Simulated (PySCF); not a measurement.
Removal energies of Sn²⁺ from EOM-IP-GCCSD

Reference: closed-shell Sn²⁺, [Kr] 4d10 5s2; one electron is removed. Calculated with PySCF 2.14, two-component X2C-1e with screened spin-orbit coupling, x2c-TZVPPall-2c with one added diffuse shell each of s, p, d, f type (9s10p6d3f, 90 functions); frozen [Ar] 3d10; the 6 highest virtual spinors dropped; of the others 108 kept and the rest restored at second order. No Breit or QED terms. Binding energies in eV.

| level | Koopmans | second order | EOM-CCSD |
| --- | --- | --- | --- |
| 4d3/2 | 53.647 | 50.483 | 51.472 |
| 4d5/2 | 52.505 | 49.449 | 50.562 |
| 5s1/2 | 28.797 | 30.203 | 30.296 |

In EOM-CCSD the overlap with the one-orbital guess is low for 4d3/2 (weight 0.61). That can mean mixing with two-hole, one-particle states, where second order and EOM-CCSD lose accuracy, or only a rotation among the degenerate components of the shell; the terms of those configurations are not listed.

For comparison, the ionisation energy of Sn²⁺ is 30.506 eV (measured; NIST Atomic Spectra Database, ionization energies).

Only part of the computed levels is shown.

Where second order misses EOM-CCSD by more than 1 eV, it overshoots the relaxation and correlation of that hole or particle, which higher orders damp.
